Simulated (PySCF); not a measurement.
Species: InCl2(iPr), C3H7Cl2In.
Bonds: In1–Cl2, In1–Cl3, In1–C4, C4–C5, C4–C6. Hydrogens: H7 on C4; H8, H9, H10 on C5; H11, H12, H13 on C6.

The calculation used PBE0-D3(BJ)/def2-SVP geometry optimisation, gas phase, def2 core potentials past Kr (PySCF).

Task: List the bond lengths, angles and torsions at this level.

Result: 
```json
{"bond": "In1–Cl2, In1–Cl3", "length (Å)": "2.351"}
{"bond": "In1–C4", "length (Å)": "2.169"}
{"bond": "C4–C5, C4–C6", "length (Å)": "1.522"}
{"bond": "C4–H7", "length (Å)": "1.101"}
{"bond": "C5–H8 and 5 like bonds", "length (Å)": "1.103"}
```

Bonds in one row agree within 0.01 Å and their mean is given. A selection of angles:
```json
{"angle": "Cl2–In1–Cl3", "degrees": "112.4"}
{"angle": "Cl2–In1–C4", "degrees": "129.6"}
{"angle": "Cl3–In1–C4", "degrees": "118.0"}
{"angle": "In1–C4–C5", "degrees": "108.9"}
{"angle": "In1–C4–H7", "degrees": "105.0"}
{"angle": "C5–C4–C6", "degrees": "113.1"}
{"angle": "C5–C4–H7", "degrees": "110.5"}
{"angle": "C4–C5–H8", "degrees": "112.5"}
{"angle": "C4–C5–H9", "degrees": "111.7"}
{"angle": "C4–C5–H10", "degrees": "110.1"}
{"angle": "H8–C5–H9", "degrees": "107.6"}
```

Torsions: Cl2–In1–C4–C5 -134° (anticlinal). The mirror-image conformer, all signs reversed, is as good.

In1 (indium bonded to C and 2 Cl) is planar (angles 129.6°, 118.0° and 112.4°, sum 360.0°, 0.01 Å off the plane of its three neighbours).

Point group: C1 (no symmetry element, even within 0.4 Å). PBE0-D3(BJ)/def2-SVP frequencies: not computed here. One conformer, not necessarily the lowest.

On one thread, Arm Neoverse N1 (aarch64), shared host, this took 3.3 min of wall time and 0.52 GiB of memory at its peak. These figures are those of the optimisation.
